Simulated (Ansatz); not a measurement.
Bond stretch in SAl (cation, charge +1), lowest singlet found (which spin is the ground state isn't settled by this scan).

Levels of theory: UKS-PBE = unrestricted PBE/cc-pVDZ in Ansatz (a program for electronic structure); UKS-PBE0 = Ansatz with unrestricted PBE0/cc-pVDZ; FCI = full CI/cc-pVDZ, frozen core (Ansatz).

Energies relative to the lowest point of each curve between 2.13 and 2.67 Å, where full CI is lowest, in mEh; the last columns give the error against full CI:

```tsv
R / Å	UKS-PBE	UKS-PBE0	FCI	UKS-PBE − FCI	UKS-PBE0 − FCI
2.13	1.7	1.0	1.1	0.6	-0.1
2.21	0.0	0.0	0.0	0.0	0.0
2.28	0.7	1.4	1.5	-0.8	-0.2
2.35	2.9	4.2	4.7	-1.8	-0.6
2.45	7.7	9.5	11.0	-3.3	-1.4
2.54	12.9	15.0	17.5	-4.6	-2.5
2.67	20.5	22.6	26.8	-6.3	-4.2
2.83	25.8	25.5	36.5	-10.7	-10.9
```

UKS-PBE is furthest from FCI at 2.83 (-10.7 mEh, below); its mean absolute error over the points is 3.5 mEh.

UKS-PBE0 is furthest from FCI at 2.83 (-10.9 mEh, below); its mean absolute error over the points is 2.5 mEh.

The scan ran from 1.63 to 7.65 Å; beyond the distances shown full CI changes its symmetry label. The unrestricted determinant behind UKS-PBE, UKS-PBE0 is spin-contaminated at 2.13 to 2.83 Å (<S²> up to 1.0, against 0.00 for a pure singlet).
